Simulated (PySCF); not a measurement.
**Si2BH5O2**

Si2BH5O2 is a small molecule, neutral, singlet. The structure, one conformer, was relaxed in the gas phase by PBE0-D3(BJ)/def2-SVP. No frequency run checks that it is a minimum.

SMILES: B[SiH]1O[SiH2]O1

Coordinates in Å:
```
O1      0.637    0.592    1.100
Si2     1.335    1.151   -0.341
O3      0.802   -0.245   -1.141
Si4     0.073   -0.806    0.297
B5     -1.944   -0.808    0.171
H6      2.816    1.280   -0.281
H7      0.719    2.404   -0.852
H8      0.725   -2.049    0.803
H9     -2.648   -1.716    0.542
H10    -2.474    0.171   -0.297
```

Shieldings: GIAO PBE0/pcSseg-2. Shifts are against computed references at the same level: H TMS (σ 31.24 ppm), Si TMS (σ 341.3 ppm). Core levels by delta-SCF with SCAN, pcX-2 on the ionised atom and pcseg-1 elsewhere, spin-free X2C (2p3/2 is the spin-free 2p value less a third of a first-order spin-orbit splitting); from the vacuum level, for chosen atoms.

Problem. Give the NMR and core-level values of the distinct atoms.

Solution. 
```json
{"atoms": "O1", "bonded to": "2 Si", "σ (ppm)": "213.4", "δ (ppm)": "-", "core level (eV)": "1s 537.67"}
{"atoms": "Si2", "bonded to": "2 O + 2 H", "σ (ppm)": "332.2", "δ (ppm)": "9.1", "core level (eV)": "2p3/2 108.27"}
{"atoms": "O3", "bonded to": "2 Si", "σ (ppm)": "212.3", "δ (ppm)": "-", "core level (eV)": "1s 537.67"}
{"atoms": "Si4", "bonded to": "1 B + 2 O + 1 H", "σ (ppm)": "330.8", "δ (ppm)": "10.5", "core level (eV)": "2p3/2 107.93"}
{"atoms": "B5", "bonded to": "1 Si + 2 H", "σ (ppm)": "-17.2", "δ (ppm)": "-", "core level (eV)": "-"}
{"atoms": "H6", "bonded to": "1 Si", "σ (ppm)": "25.44", "δ (ppm)": "5.81", "core level (eV)": "-"}
{"atoms": "H7", "bonded to": "1 Si", "σ (ppm)": "25.34", "δ (ppm)": "5.91", "core level (eV)": "-"}
{"atoms": "H8", "bonded to": "1 Si", "σ (ppm)": "25.13", "δ (ppm)": "6.11", "core level (eV)": "-"}
{"atoms": "H9", "bonded to": "1 B", "σ (ppm)": "21.53", "δ (ppm)": "9.71", "core level (eV)": "-"}
{"atoms": "H10", "bonded to": "1 B", "σ (ppm)": "21.52", "δ (ppm)": "9.73", "core level (eV)": "-"}
```

Values are those of this one static structure; atoms that internal rotation interchanges would show their mean in an NMR spectrum.

Core levels of B5 are left out, their hole states being strongly spin-contaminated.

Problem. Which of Si2, Si4 holds its core electrons tightest, and by how much against the loosest?

Solution. Si2 (bonded to 2 O + 2 H), by 0.34 eV over Si4 (bonded to 1 B + 2 O + 1 H).

Problem. By CAM-B3LYP/def2-SVPD (TDDFT singlets, Tamm-Dancoff triplets, ionisation by delta-SCF), where does absorption start, and what does vertical ionisation take?

Solution. The first singlet with intensity lies at 5.85 eV (f 0.018); what lies below it is dark. The lowest singlet lies at 3.73 eV (f 0.001), the strongest of the first 6 at 5.85 eV (f 0.018), the lowest triplet at 2.96 eV; vertical ionisation takes 10.32 eV.
